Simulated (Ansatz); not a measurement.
CH4AlFO, SMILES `[CH3][Al]([OH])[F]`. The species carries charge 0 and has multiplicity 1. The geometry is a stationary point of PBE0-D4/def2-TZVP. It is one conformer, not always the lowest.

```xyz
8

C    -0.864   -0.765   -0.539
Al    0.213    0.512    0.427
O     1.882    0.589    0.184
F    -0.468    1.557    1.513
H    -0.556   -1.788   -0.303
H    -0.739   -0.639   -1.618
H    -1.925   -0.666   -0.303
H     2.458    1.201    0.638
```

**Question.** What is the dipole moment at B3LYP/def2-TZVPP? (Estimate.)

**Answer.** Ansatz gave: 0.65 D, with components (0.30, -0.39, -0.41) D in this frame, pointing from negative to positive charge.

**Question.** And with PBE, r2SCAN, ωB97M-V? (Best estimate.)

**Answer.** The calculation gave: PBE 0.68 D, r2SCAN 0.64 D, ωB97M-V 0.62 D.

**Question.** Give the Mulliken charges with B3LYP, ωB97M-V, PBE in def2-TZVPP. (Best estimate.)

**Answer.** The calculation gave: 
| atom | B3LYP | ωB97M-V | PBE |
| --- | --- | --- | --- |
| C1 | -0.46 | -0.53 | -0.44 |
| Al2 | 0.75 | 0.76 | 0.64 |
| O3 | -0.41 | -0.40 | -0.37 |
| F4 | -0.37 | -0.36 | -0.33 |
| H5 | 0.10 | 0.12 | 0.11 |
| H6 | 0.10 | 0.12 | 0.11 |
| H7 | 0.11 | 0.12 | 0.11 |
| H8 | 0.18 | 0.17 | 0.18 |

B3LYP here is the variant with VWN-RPA as its local correlation; programs differ in this.
